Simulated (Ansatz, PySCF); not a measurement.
C3H9Al, triplet, geometry from GFN2-xTB (such geometries of metal compounds can be far from the true shape) (a higher spin typed on purpose: for a closed-shell molecule this is an excited state). Base run: CAMB3LYP/6-31G* in PySCF.

Geometry (Å):
```xyz
13

Al    -0.5122     0.4429     0.7823
C     -1.2982    -1.2827    -0.1071
H     -0.6559    -1.6438    -0.9092
H     -2.2827    -1.0520    -0.5096
H     -1.3953    -2.0556     0.6528
C     -0.1568     1.5710    -0.9467
H      0.4030     0.9992    -1.6855
H      0.4088     2.4599    -0.6741
H     -1.1126     1.8717    -1.3713
C      1.4401    -0.2262     1.1396
H      2.0484     0.6200     1.4534
H      1.8761    -0.6732     0.2473
H      1.4166    -0.9649     1.9385
```
Charge 0, spin multiplicity 3.
Orbitals are unrestricted.
All else is at PySCF's defaults.

The same geometry, method and basis name were run in Ansatz (a program for electronic structure) and PySCF, at each program's defaults and at the settings that a row names. The base is PySCF at its defaults. Differences at the defaults can come from grids, fitting, cores and function types together.

```
code and settings                                                               ΔE vs base (µEh)  basis functions      E (Eh)  SCF cycles  dipole (D)
------------------------------------------------------------------------------  ----------------  ---------------  ----------  ----------  ----------
PySCF, defaults (exact integrals, its default grid, spherical functions)                     0.0               78  -361.92988          28        2.31
Ansatz, defaults (factorised integrals, its default grid, Cartesian functions)             -3808               82  -361.93369           -           -
PySCF, density fitting with def2-universal-jkfit                                           -74.5               78  -361.92995          28        2.31
PySCF, fine grid                                                                             0.8               78  -361.92988          28        2.31
Ansatz, high accuracy, Cartesian functions as the basis file defines them                  -3805               82  -361.93368           -           -
```

Open shells are given as the SCF converged; they aren't shown to be the lowest states, and a large step between rows can be another state.
